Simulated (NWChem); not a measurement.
# AlHOBrF; SMILES [OH][Al]([F])[Br]

```xyz
5

Al     0.0032    -0.9501     0.0000
F     -1.4215    -1.7863     0.0000
Br    -0.0208     1.2928     0.0000
O      1.4940    -1.7617     0.0000
H      1.5268    -2.7271     0.0000
```
Atoms are numbered in this order, from 1.

Program: NWChem. All runs use the structure optimised with B3LYP/6-31G* (spherical d). Level MN15/def2-SVP: energy and gradient on several grids; changes count from the extra-fine grid, which is no exact limit either.

Task: Which is the coarsest grid (medium; fine; coarse; xcoarse; xfine) from which on the energy stays within 500 μHa and each gradient component within 500 μHa/bohr of xfine?

Result: medium.
```tsv
grid	size of the energy change (μHa)	largest change of a gradient component (μHa/bohr)
xcoarse	30000	600
coarse	500	1000
medium	30	90
fine	< 10	< 30
xfine	< 10	< 30
```
